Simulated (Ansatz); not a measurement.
Program: Ansatz. Geometries: PBE0-D4/def2-TZVP. ΔE: electronic, gas phase. CCSD(T)/CBS is the MP2 limit (def2-TZVPP, def2-QZVPP) plus CCSD(T) − MP2 in def2-TZVPP, frozen cores. This one scheme is used for every species. Functionals use def2-TZVPP. One conformer a species, not always the lowest.

`O[SiH]1C=N1` + SiH₄ → `[SiH3][SiH]1C=N1` + H₂O  (formal exchange of groups at the Si–O bond)

(1) Is it downhill or uphill in electronic energy at CCSD(T)/CBS, and by how much? (Estimate.)

(2) What do these levels give: revPBE-D4, RPA@PBE/def2-TZVPP, CCSD/def2-SVP, CCSD/def2-TZVPP, HF/CBS(def2), MP2/CBS(def2)? (An estimate is asked.)

Largest T1 diagnostic among the species: 0.017.

## Answers

(1) Computed: Uphill: ΔE = +0.94 eV.

(2) The calculation gave: revPBE-D4 0.72, RPA@PBE/def2-TZVPP 0.96, CCSD/def2-SVP 0.96, CCSD/def2-TZVPP 1.03, HF/CBS(def2) 1.34, MP2/CBS(def2) 1.00 eV.

From PBE to PBE0 (25 % exact exchange), in def2-TZVPP and without D4, ΔE moves by +0.10 eV. Leaving LDA and LC-ωPBE aside and taking each functional with its dispersion term where it has one, the values, not all of them listed here, spread over 0.38 eV, from revPBE-D4 to BHLYP-D4. LDA lies +0.06 eV from PBE without D4.
